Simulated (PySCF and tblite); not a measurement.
Values are calculated unless marked as measured or tabulated.
System: C₅H₄F₂O₂, numbered as in [F:1][C:2]1=[C:3]([F:4])[O:5][CH2:6][CH:7]=[CH:8][O:9]1.

For the inversion of the 7-membered ring (2–3–5–6–7–8–9): electronic barrier 4.20 kcal/mol, zero-point change -0.25 kcal/mol, thermal and entropy terms at 250 K a further 0.24 kcal/mol (symmetry numbers apart). The minimum is C1, the saddle Cs. The path came from a restrained scan, a climbing-image band and a saddle search at GFN2-xTB; energies are CAM-B3LYP/pcSseg-1 + D3(BJ)//GFN2-xTB, thermal terms GFN2-xTB. Rate constants are transition-state-theory values, counting equivalent paths, without tunnelling. Run with tblite and PySCF.

(1) How many equivalent paths lead out of the minimum?

(2) Work out the rate at 250 K.

Results:

(1) 1: the symmetry number of the minimum is 1, that of the saddle displaced along its mode 1.

(2) ΔG‡ = 4.19 kcal/mol; k_B T/h = 5.2×10¹² s⁻¹; exp(−ΔG‡/RT) = 0.00022; times 1 gives k = 1.1×10⁹ s⁻¹. Wigner's tunnelling factor for the 139i cm⁻¹ mode would be 1.03.
